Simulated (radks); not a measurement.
All-electron atom: Ru2+ in [Kr] 4d6. Method: Dirac Kohn-Sham, PBE, spin-unpolarised, spherical densities, point nucleus; open shells are shared between the two j in proportion to 2j + 1; computed with a radial shooting solver on a logarithmic mesh with Libxc functionals.

Radial electron density D(r) = 4 pi r^2 rho(r):

```
   r/bohr * D(r) (the largest magnitude, 69.4, reaches the edge; | marks zero)
 0.001144 |*
 0.001502 | *
 0.001956 |  *
 0.002567 |   *
 0.003343 |     *
 0.004387 |         *
 0.005713 |             *
 0.007499 |                   *
 0.009764 |                          *
  0.01282 |                                  *
  0.01669 |                                        *
  0.02191 |                                            *
  0.02852 |                                           *
  0.03744 |                                       *
  0.04875 |                                     *
  0.06399 |                                          *
  0.08332 |                                                  *
   0.1094 |                                                      *
   0.1424 |                                              *
   0.1869 |                                   *
   0.2434 |                                     *
   0.3195 |                                          *
   0.4194 |                                 *
   0.5461 |                 *
   0.7168 |          *
   0.9333 |          *
    1.225 |        *
    1.595 |    *
    2.094 | *
    2.726 |*
    3.579 *
     4.66 *
```

D(r) has 4 maxima, at r = 0.0235, 0.103, 0.319, 0.948 bohr, and minima at 0.0472, 0.206, 0.752 bohr, inside which lie 2.06, 11.12, 29.15 electrons.
